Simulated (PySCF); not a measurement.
# Radial density of Cu (copper, neutral)

UHF, [Ar] 3d10 4s1, 2S determinant. All numbers are calculated (PySCF 2.14, no relativity, point nucleus, in dyall-av2z (16s12p7d2f, 101 functions)).

```json
{"r (bohr)": "0.000898", "4πr²ρ (e/bohr)": "0.1597", "4πr²(ρα − ρβ)": "0.0000"}
{"r (bohr)": "0.00151", "4πr²ρ (e/bohr)": "0.4365", "4πr²(ρα − ρβ)": "0.0001"}
{"r (bohr)": "0.00254", "4πr²ρ (e/bohr)": "1.163", "4πr²(ρα − ρβ)": "0.0002"}
{"r (bohr)": "0.00427", "4πr²ρ (e/bohr)": "2.977", "4πr²(ρα − ρβ)": "0.0006"}
{"r (bohr)": "0.00719", "4πr²ρ (e/bohr)": "7.112", "4πr²(ρα − ρβ)": "0.0015"}
{"r (bohr)": "0.0121", "4πr²ρ (e/bohr)": "15.17", "4πr²(ρα − ρβ)": "0.0030"}
{"r (bohr)": "0.0203", "4πr²ρ (e/bohr)": "26.75", "4πr²(ρα − ρβ)": "0.0049"}
{"r (bohr)": "0.0342", "4πr²ρ (e/bohr)": "34.82", "4πr²(ρα − ρβ)": "0.0046"}
{"r (bohr)": "0.0575", "4πr²ρ (e/bohr)": "30.82", "4πr²(ρα − ρβ)": "0.0000"}
{"r (bohr)": "0.0967", "4πr²ρ (e/bohr)": "29.36", "4πr²(ρα − ρβ)": "0.0015"}
{"r (bohr)": "0.163", "4πr²ρ (e/bohr)": "39.97", "4πr²(ρα − ρβ)": "0.0066"}
{"r (bohr)": "0.274", "4πr²ρ (e/bohr)": "25.22", "4πr²(ρα − ρβ)": "-0.0391"}
{"r (bohr)": "0.460", "4πr²ρ (e/bohr)": "19.47", "4πr²(ρα − ρβ)": "-0.0593"}
{"r (bohr)": "0.774", "4πr²ρ (e/bohr)": "19.59", "4πr²(ρα − ρβ)": "-0.0667"}
{"r (bohr)": "1.30", "4πr²ρ (e/bohr)": "5.868", "4πr²(ρα − ρβ)": "0.0913"}
{"r (bohr)": "2.19", "4πr²ρ (e/bohr)": "1.125", "4πr²(ρα − ρβ)": "0.3383"}
{"r (bohr)": "3.69", "4πr²ρ (e/bohr)": "0.2958", "4πr²(ρα − ρβ)": "0.2434"}
{"r (bohr)": "6.20", "4πr²ρ (e/bohr)": "0.04152", "4πr²(ρα − ρβ)": "0.0405"}
{"r (bohr)": "10.4", "4πr²ρ (e/bohr)": "0.0003943", "4πr²(ρα − ρβ)": "0.0004"}
```

Question: Where is the radial spin density 4πr²(ρα − ρβ) most negative, and why is it negative at all?

Answer: Around r = 0.774 bohr, down to -0.0667 e/bohr: exchange with the open shell polarises the paired shells in an unrestricted calculation.
